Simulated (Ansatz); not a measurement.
Input and output for C3H11BN2, SMILES `CC(C)B(N)N`.

```yaml
crystal:
  periodic: [false, false, false]
  atoms:
    - {symbol: C, position_ang: [-0.456760, -1.676033, -0.010222]}
    - {symbol: C, position_ang: [0.308361, -0.432477, 0.451529]}
    - {symbol: C, position_ang: [1.734627, -0.462254, -0.084825]}
    - {symbol: B, position_ang: [-0.503559, 0.884852, 0.071845]}
    - {symbol: N, position_ang: [-0.099321, 1.691243, -1.016451]}
    - {symbol: N, position_ang: [-1.656770, 1.218448, 0.823293]}
    - {symbol: H, position_ang: [0.058611, -2.595142, 0.287955]}
    - {symbol: H, position_ang: [-0.550496, -1.691925, -1.100767]}
    - {symbol: H, position_ang: [-1.468003, -1.710573, 0.402495]}
    - {symbol: H, position_ang: [0.365442, -0.471223, 1.548544]}
    - {symbol: H, position_ang: [2.313995, 0.405226, 0.242149]}
    - {symbol: H, position_ang: [2.266362, -1.360468, 0.244562]}
    - {symbol: H, position_ang: [1.746014, -0.477712, -1.180642]}
    - {symbol: H, position_ang: [0.722236, 1.489358, -1.554962]}
    - {symbol: H, position_ang: [-0.585597, 2.515897, -1.319933]}
    - {symbol: H, position_ang: [-2.252613, 2.003406, 0.630191]}
    - {symbol: H, position_ang: [-1.961630, 0.668876, 1.605138]}
basis:
  gaussian: {orbitals: def2-SVP}
hamiltonian: {xc: {name: wB97M-V}}
output: {forces: true}
```

```sh
$ ansatz run in.yaml --threads 4 --pin off --events-out ev --progress --plain --max-ram 11315MiB
```

Shortened log:

```
Functional definition: wB97M-V
1433 factors; integrals over basis functions are off by at most 1.6e-3 eV
416 factors; integrals over basis functions are off by at most 7.3e-6 eV
mean field evaluation 1: about -6931.8666 eV, gradient 6.3e1 eV
mean field evaluation 2: about -6935.1961 eV, gradient 5.1e1 eV
mean field evaluation 4: about -6940.5254 eV, gradient 1.5e0 eV
mean field evaluation 8: about -6940.7448 eV, gradient 2.4e-2 eV
mean field evaluation 16: about -6940.7448 eV, gradient 2.6e-5 eV
mean field -6940.74476998 eV, -255.0676656911 hartree, gradient 2.6e-5 eV, S^2 0.000000; 0 other end points of the search recorded, 0 dependent functions left out
reference -6940.74481697 eV, -255.0676674178 hartree; 24, 24 occupied and 115, 115 virtual orbitals, 1433 factors
Total energy: -6940.74481697 eV, -255.0676674178 hartree
Atom 0 at    -0.456760    -1.676033    -0.010222 Å, force     0.062832     0.132804     0.075802 eV/Å
Atom 1 at     0.308361    -0.432477     0.451529 Å, force     0.000301    -0.035101    -0.111033 eV/Å
Atom 2 at     1.734627    -0.462254    -0.084825 Å, force    -0.101911     0.020593     0.071094 eV/Å
Atom 3 at    -0.503559     0.884852     0.071845 Å, force    -0.002222    -0.002708     0.036379 eV/Å
Atom 4 at    -0.099321     1.691243    -1.016451 Å, force     0.010854    -0.102160     0.071628 eV/Å
Atom 5 at    -1.656770     1.218448     0.823293 Å, force     0.096874    -0.066730    -0.057275 eV/Å
Atom 6 at     0.058611    -2.595142     0.287955 Å, force     0.096400    -0.230532     0.055898 eV/Å
Atom 7 at    -0.550496    -1.691925    -1.100767 Å, force    -0.032306    -0.009860    -0.261079 eV/Å
Atom 8 at    -1.468003    -1.710573     0.402495 Å, force    -0.248261    -0.009232     0.089305 eV/Å
Atom 9 at     0.365442    -0.471223     1.548544 Å, force    -0.004915     0.022559     0.239046 eV/Å
Atom 10 at     2.313995     0.405226     0.242149 Å, force     0.150029     0.206043     0.065853 eV/Å
Atom 11 at     2.266362    -1.360468     0.244562 Å, force     0.144004    -0.200164     0.062654 eV/Å
Atom 12 at     1.746014    -0.477712    -1.180642 Å, force     0.007431     0.005519    -0.260970 eV/Å
Atom 13 at     0.722236     1.489358    -1.554962 Å, force     0.266449    -0.061422    -0.189021 eV/Å
Atom 14 at    -0.585597     2.515897    -1.319933 Å, force    -0.156482     0.263657    -0.090055 eV/Å
Atom 15 at    -2.252613     2.003406     0.630191 Å, force    -0.186567     0.252318    -0.065501 eV/Å
Atom 16 at    -1.961630     0.668876     1.605138 Å, force    -0.102512    -0.185585     0.267275 eV/Å
Dipole moment:    -0.164225     0.248566    -0.047395 e Å
```

Run time 7.5 s (4 threads of an Arm Neoverse V2 on a shared host); peak host memory 0.78 GiB.
